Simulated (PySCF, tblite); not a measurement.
Isomers of C4H8ClFO3S, one GFN2-xTB conformer each. Single-point energies are computed at PBE0/pcSseg-1 (PySCF, gas phase, no added dispersion term), electronic only.

```csv
SMILES,GFN2-xTB relative energy (kcal/mol)
CO[C@@H](C)[C@@H](F)S(=O)(=O)Cl,5.4
COC[C@@](C)(F)S(=O)(=O)Cl,0.0
```

Conformers: `[CH3:1][O:2][C@@H:3]([CH3:4])[C@@H:5]([F:6])[S:7](=[O:8])(=[O:9])[Cl:10]` with C1–O2–C3–C4 61°, O2–C3–C5–F6 -163°, C3–C5–S7–O8 -31°; `[CH3:1][O:2][CH2:3][C@@:4]([CH3:5])([F:6])[S:7](=[O:8])(=[O:9])[Cl:10]` with C1–O2–C3–C4 -77°, O2–C3–C4–C5 -48°, C3–C4–S7–O8 -61°.

Question: What does PBE0/pcSseg-1 give for the same structures?

Answer: 
| SMILES | PBE0/pcSseg-1 E (Eh) | PBE0/pcSseg-1 (kcal/mol) | GFN2-xTB (kcal/mol) | point group |
| --- | --- | --- | --- | --- |
| COC[C@@](C)(F)S(=O)(=O)Cl | -1340.17093 | 0.0 | 0.0 | C1 |
| CO[C@@H](C)[C@@H](F)S(=O)(=O)Cl | -1340.15619 | 9.2 | 5.4 | C1 |

Both levels put the same isomer lowest. 

Question: Which frontier levels, dipoles and rotational constants go with these structures?

Answer: 
| SMILES | HOMO (eV, PBE0/pcSseg-1) | LUMO (eV) | dipole (D) | A, B, C (MHz) |
| --- | --- | --- | --- | --- |
| COC[C@@](C)(F)S(=O)(=O)Cl | -8.25 | -1.59 | 3.74 | 1889, 651.8, 614.5 |
| CO[C@@H](C)[C@@H](F)S(=O)(=O)Cl | -8.18 | -1.23 | 5.46 | 1275, 975.0, 701.0 |

Question: What happens when harmonic zero-point energies from GFN2-xTB frequencies are added?

Answer: 
| SMILES | ZPE (kcal/mol) | electronic (kcal/mol) | with ZPE (kcal/mol) |
| --- | --- | --- | --- |
| COC[C@@](C)(F)S(=O)(=O)Cl | 78.7 | 0.0 | 0.0 |
| CO[C@@H](C)[C@@H](F)S(=O)(=O)Cl | 79.1 | 9.2 | 9.6 |

The zero-point energies span 0.4 kcal/mol. The order is unchanged.
